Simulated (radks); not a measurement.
Results of a calculation; reference values are marked as such.
Ionisation of S, [Ne] 3s2 3p4, to S+, [Ne] 3s2 3p3, under several functionals. Non-relativistic Kohn-Sham, spin-unpolarised, spherical densities, point nucleus; a radial shooting solver on a logarithmic mesh with Libxc functionals. The NIST Atomic Spectra Database gives 10.360 eV (measured). Rank these functionals by the error of their Delta-SCF ionisation energy: LDA (Slater exchange, VWN5 correlation); SCAN; BLYP; PBEsol; BP86; HCTH/407; r2SCAN; PW91.

Answer. From best to worst: BLYP 11.632 eV (+1.272); PBEsol 11.747 eV (+1.387); PW91 11.834 eV (+1.474); LDA (Slater exchange, VWN5 correlation) 11.874 eV (+1.514); BP86 11.874 eV (+1.514); SCAN 11.967 eV (+1.607); r2SCAN 11.974 eV (+1.614); HCTH/407 12.007 eV (+1.647). Spin polarisation and multiplet splitting are left out, so open shells lie too high by an amount that depends on their filling.

Beside tabulated values, note that spin-unpolarised runs miss the spin-polarisation part of the exchange energy of open shells.
